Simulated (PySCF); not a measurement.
A TDDFT job, as run on `C=C(Br)C1=C[C@H]1F`.

Theory: TDDFT wB97X-D/def2-SVPD, vertical, gas phase, core orbitals frozen in the response (PySCF).

Input of the driver that calls PySCF (job settings, then Cartesian coordinates in Å):

```
{"job": {"kind": "uv", "xc": "wB97X-D", "basis": "def2-SVPD", "nstates": 8, "ntriplets": 3}, "charge": 0, "multiplicity": 1}
C      1.5962     0.2917    -1.1414
C      1.0408    -0.4636    -0.1981
Br     2.0055    -1.9362     0.5696
C     -0.2646    -0.2741     0.3251
C     -1.2159    -0.5491     1.1926
C     -1.5155     0.5169     0.2104
F     -1.4996     1.8311     0.6334
H      2.5952     0.1186    -1.4994
H      1.0497     1.1183    -1.5634
H     -1.5608    -1.0748     2.0480
H     -2.2256     0.4238    -0.6029
```

The self-consistent field part of the output:

```
coarse grid: 48424 points
cycle   1  E = -2866.2039749870  dE =  2.366e-01  |g| = 5.574e-01  |ddm| = 6.027e+00
cycle   2  E = -2866.1992754087  dE =  4.700e-03  |g| = 6.539e-01  |ddm| = 1.914e+00
cycle   3  E = -2866.2741891085  dE = -7.491e-02  |g| = 5.771e-02  |ddm| = 8.329e-01
cycle   4  E = -2866.2748851676  dE = -6.961e-04  |g| = 2.864e-02  |ddm| = 1.728e-01
cycle   5  E = -2866.2750875865  dE = -2.024e-04  |g| = 9.490e-03  |ddm| = 8.742e-02
cycle   6  E = -2866.2751111067  dE = -2.352e-05  |g| = 3.274e-03  |ddm| = 2.486e-02
cycle   7  E = -2866.2751141537  dE = -3.047e-06  |g| = 8.570e-04  |ddm| = 9.377e-03
final grid: 102208 points
cycle   8  E = -2866.2748623547  dE = -1.913e-06  |g| = 8.826e-04  |ddm| = 2.507e-02
cycle   9  E = -2866.2748623637  dE = -9.006e-09  |g| = 9.506e-04  |ddm| = 4.283e-03
cycle  10  E = -2866.2748625943  dE = -2.306e-07  |g| = 1.556e-04  |ddm| = 2.136e-03
cycle  11  E = -2866.2748626016  dE = -7.331e-09  |g| = 5.575e-05  |ddm| = 4.270e-04
cycle  12  E = -2866.2748626030  dE = -1.422e-09  |g| = 1.581e-05  |ddm| = 2.949e-04
cycle  13  E = -2866.2748626031  dE = -1.028e-10  |g| = 5.866e-06  |ddm| = 5.806e-05
converged SCF energy = -2866.2748626031
```

Question: What follows in the output?

Answer: 
```
Static polarisability (au): isotropic 82.164, principal 55.115 91.990 99.387

Singlet excitations
state   eV       nm        f      main configurations
  1   5.3246    232.9   0.09680   H-1->L 0.46, H->L 0.39, H-3->L 0.09
  2   5.4841    226.1   0.15311   H->L 0.49, H-1->L 0.34
  3   5.7062    217.3   0.03938   H->L+1 0.76, H-2->L+1 0.09
  4   6.0423    205.2   0.00197   H-3->L 0.77, H-1->L 0.15
  5   6.0984    203.3   0.11434   H-2->L 0.89
  6   6.4476    192.3   0.00831   H-1->L+1 0.67, H-3->L+1 0.26
  7   6.8121    182.0   0.03169   H-4->L 0.85
  8   7.0059    177.0   0.00852   H-2->L+1 0.80

Triplet excitations (Tamm-Dancoff, eV): 3.2594 4.9021 5.1649
```

The SCF starts on a coarse grid; the energy jumps when the final grid takes over, and dE counts afresh there. The run used 196 basis functions and 13 SCF iterations for the ground state.

On AMD EPYC, one thread, on a shared host, this took 65 s of wall time (grids of density and orbitals included) and 0.79 GiB of memory at its peak.

The structure is a single GFN2-xTB conformer in the gas phase; no vibrational or solvent corrections. Relativistic effects, spin–orbit coupling among them, are left out although an element past zinc is present.

The pairwise dispersion term of wB97X-D wasn't added to the energies; at a given geometry it leaves orbitals and properties as they are.
